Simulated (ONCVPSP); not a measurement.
Potentials for oxygen compared

Generated with ld1.x 7.5 (TM, RRKJ, ultrasoft, PAW), atompaw 4.2 or ONCVPSP 4.0.1. The cutoff is in Ry: for ld1.x and atompaw files where the sum of valence levels is converged to 10 mRy in a Bessel basis, for ONCV files where the hardest occupied wave has 1 mHa per electron of residual kinetic energy. The error is the largest all-electron minus pseudo excitation energy over each file’s own four to seven test configurations (ionisations up to +4, promotions, holes and added fractions of an electron), all of which were solved. The labels leave out finer settings (local radius, basis sizes, second energies), which also bear on the numbers. Spin-polarised tests are not counted. The rows are a selection from randomly drawn settings: files with unsolved tests, undetermined cutoffs or missed reference levels are left out.

A true bound ghost makes a file unfit for plane-wave use even where its test errors are small: the radial tests pick states by their node count and pass the ghost by.

```csv
potential,cutoff (Ry),largest error (meV),bound ghosts
"ONCV, PBE, scalar-relativistic, rc 0.90/1.05/1.05 (spd), local smoothed, core correction yes, reference 2s2 2p4, qcut 5.6/6.3/9.3, projectors 2/2/2",452,+260,none
"ONCV, PBE, scalar-relativistic, rc 0.95/2.05/1.70 (spd), local smoothed, core correction no, reference 2s2 2p4, qcut 7/6.6/5.7, projectors 2/1/2",126,+2966,none
"ONCV, PBE, scalar-relativistic, rc 0.95/1.05 (sp), local smoothed, core correction yes, reference 2s2 2p4, qcut 8.1/7.1, projectors 2/2",402,+381,none
"ONCV, PBEsol, scalar-relativistic, rc 0.65/1.95 (sp), local smoothed, core correction no, reference 2s2 2p2.5, qcut 9.5/8.3, projectors 2/1",84,+852,none
"ONCV, PBEsol, scalar-relativistic, rc 0.90/0.90 (sp), local p, core correction yes, reference 2s2 2p4, qcut 5.8/18.6, projectors 3/0",288,+103,none
"ONCV, BLYP, scalar-relativistic, rc 0.95/1.80/1.55 (spd), local smoothed, core correction no, reference 2s2 2p3.5, qcut 8.5/6.7/6.7, projectors 2/2/3",85,+452,none
```

**Question.** Fill in the row for O: ONCV, PBE, scalar-relativistic, rc 0.95/2.05/2.10 (spd), local smoothed, core correction yes, reference 2s2 2p4, qcut 7.5/6.7/4.9, projectors 3/1/2.

**Answer.** cutoff 142 Ry, largest error +2830 meV, bound ghosts: s.

**Question.** Fill in the row for O: ONCV, PBE, scalar-relativistic, rc 0.40/1.20 (sp), local smoothed, core correction no, reference 1s2 2s2 2p3.5, qcut 32.7/13.5, projectors 2/2.

**Answer.** cutoff 823 Ry, largest error +555 meV, bound ghosts: none.

**Question.** Fill in the row for O: ONCV, PBE, scalar-relativistic, rc 0.85/1.45/1.20 (spd), local smoothed, core correction yes, reference 2s2 2p4, qcut 8.3/9.8/9.4, projectors 3/1/2.

**Answer.** cutoff 77 Ry, largest error +667 meV, bound ghosts: s.
